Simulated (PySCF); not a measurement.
Estimate the missing entries of this data sheet.

Species: C4H10FNSi.
SMILES: `C1CCN([SiH2]F)C1`

```tsv
property	level	value
point group of the GFN2-xTB geometry	GFN2-xTB	C1
rotational constants A, B, C of the GFN2-xTB geometry	GFN2-xTB	?
dipole moment	PBE0/def2-SVPD	?
HOMO energy	PBE0/def2-SVPD	?
LUMO energy	PBE0/def2-SVPD	0.29 eV
lowest singlet excitation	TDDFT PBE0/def2-SVPD	?
strongest line among the 8 lowest singlet transitions	TDDFT PBE0/def2-SVPD	?
lowest triplet excitation (Tamm–Dancoff)	TDA PBE0/def2-SVPD	?
static isotropic polarisability	PBE0/def2-SVPD	77.2 au
electronic spatial extent ⟨r²⟩ about the centre of nuclear charge	PBE0/def2-SVPD	?
```

Gas-phase values; electronic properties from PySCF, density fitting. Geometry: GFN2-xTB, one conformer, isolated molecule.

(1) Give the electronic spatial extent ⟨r²⟩ about the centre of nuclear charge.

(2) Give the dipole moment.

(3) The rotational constants A, B, C of the GFN2-xTB geometry?

(4) Give the lowest triplet excitation (Tamm–Dancoff).

(5) The HOMO energy?

(6) The lowest singlet excitation?

(7) The strongest line among the 8 lowest singlet transitions?

Results:

(1) 1052 bohr².

(2) 2.45 D.

(3) 4.985, 1.356, 1.126 GHz.

(4) 5.06 eV.

(5) -6.34 eV.

(6) 5.25 eV (236 nm, f = 0.009).

(7) S8 at 7.83 eV (158 nm, f = 0.040).

With B = h/(8π²I), that is 505.379 GHz u Å² over I, the principal moments of inertia are 101.4, 372.6 and 448.9 u Å² (most abundant isotopes); the inertial defect Ic − Ia − Ib is -25.1 u Å² (zero for a rigid planar frame, negative otherwise). The principal polarisabilities are 67.2, 75.7 and 88.7 au; their mean is the isotropic value. The polarisability is 11.44 Å³ as a volume (1 au = 0.148185 Å³), or 1.21 au for each of the 64 electrons. The 8 singlets span 5.25 to 7.83 eV, and their oscillator strengths add up to 0.11. The dipole matches unit charges of opposite sign 0.51 Å apart (1 e·Å = 4.8032 D). The vertical singlet–triplet gap S1 − T1 is 0.19 eV (TDDFT singlet less Tamm–Dancoff triplet; S1: HOMO→LUMO, weight 0.99; T1: HOMO→LUMO, weight 0.97).
